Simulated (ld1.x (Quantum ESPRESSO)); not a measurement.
## Rh: excitation energies, all-electron against TM

Rh, norm-conserving Troullier–Martins (Kleinman–Bylander form), made with ld1.x (Quantum ESPRESSO) 7.5 (PBE, scalar-relativistic). Core [Ar] 3d10, reference 4s2 4p6 4d8 5s1 5p0. Waves: 4s (bound): rc 1.25 bohr; 4d (bound): rc 1.80 bohr; 4f channel at -0.05 Ry: rc 1.65 bohr; 4p (bound): rc 1.30 bohr. Local part: the p channel. Core correction: none.

Occupied shells without a wave of their own: 5s. They enter only through the test configuration that unscreens the potential.

Energies are relative to the spin-unpolarised reference configuration 4s2 4p6 4d8 5s1 5p0; without spin polarisation the order of configurations can differ from experiment.

```tsv
valence configuration	charge	ΔE all-electron (eV)	error AE − PS (meV)
4s2 4p6 4d8 5s0 5p0	+1	7.460	-174
4s2 4p6 4d7 5s0 5p0	+2	26.971	-266
4s2 4p5 4d8 5s1 5p0	+1	56.634	-39
4s2 4p6 4d7 5s1 5p0	+1	11.127	-1.5
4s2 4p6 4d5 5s0 5p0	+4	106.423	-456
```

Problem. What are ΔE and the potential's error for 4s2 4p6 4d6 5s0 5p0?

Solution. ΔE = 59.476 eV all-electron; the error (AE − PS) is -366 meV.

Problem. What are ΔE and the potential's error for 4s2 4p6 4d9 5s0 5p0?

Solution. ΔE = -0.909 eV all-electron; the error (AE − PS) is -103 meV.

The 5s level has no wave, so the channel is fitted at the deeper level alone: the likely source of the large errors.
